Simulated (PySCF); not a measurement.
# How the method changes the shape and vibrations of GeH4NSi anion

Calculated results; nothing here was measured. The program is PySCF 2.14.0, an open-source quantum chemistry code, run on an isolated molecule that a program drew, which may never have been made. The molecule is GeH4NSi anion (charge -1, singlet), drawn as the SMILES string `N=[SiH][GeH2-]`.

The geometry was optimised and harmonic frequencies were computed with HF and MP2, all in the aug-cc-pV(D+d)Z basis, for the commonest isotopes, with a restricted reference for singlets and an unrestricted one otherwise, and a frozen core in MP2. Germanium has the aug-cc-pVDZ-PP basis, with a core potential (ECP10MDF) in place of its 10 inner electrons, and its 3s, 3p and 3d shells are frozen in MP2. Each result is a local minimum of its method.

Geometry at the HF minimum:
```xyz
7
GeH4NSi anion, angstrom
N    -1.2961    0.3429   -1.9255
Si   -0.1213    1.4456   -2.0864
Ge    1.7081    1.8757   -3.6268
H    -1.4044   -0.2752   -2.7127
H    -0.0653    2.3040   -0.8507
H     1.3588    3.4296   -3.7047
H     0.9421    1.4347   -4.9475
```

Lengths of the bonds as drawn, in Å (atoms numbered as above):
| bond | HF | MP2 |
|---|---|---|
| N1-Si2 | 1.619 | 1.669 |
| Si2-Ge3 | 2.430 | 2.413 |
| N1-H4 | 1.007 | 1.031 |
| Si2-H5 | 1.506 | 1.512 |
| Ge3-H6 | 1.595 | 1.601 |
| Ge3-H7 | 1.589 | 1.596 |

Rotational constants, in GHz:
| constant | HF | MP2 |
|---|---|---|
| A | 27.47 | 27.67 |
| B | 2.034 | 2.014 |
| C | 1.926 | 1.911 |

Harmonic frequencies in cm^-1, each column in rising order, so a row needn't be the same motion in every method:
| rank | HF | MP2 |
|---|---|---|
| 1 | 145 | 147 |
| 2 | 181 | 167 |
| 3 | 284 | 285 |
| 4 | 360 | 320 |
| 5 | 596 | 522 |
| 6 | 600 | 546 |
| 7 | 794 | 756 |
| 8 | 825 | 779 |
| 9 | 942 | 877 |
| 10 | 965 | 912 |
| 11 | 1100 | 967 |
| 12 | 1889 | 1866 |
| 13 | 1915 | 1889 |
| 14 | 2149 | ? |
| 15 | 3742 | 3464 |

**Estimate the missing MP2 frequency from the HF column.**

A single factor s that minimises the squared misfit of MP2 against s times HF over the other rows is sum(HF x MP2) / sum(HF^2) = 0.9415, with an rms misfit of 43 cm^-1. For rank 14 it gives 0.9415 x 2149 = 2023 cm^-1. The calculation gives 2102 cm^-1, 79 cm^-1 above the estimate. The drawn bonds are on average 1.0 % longer in MP2 than in HF.
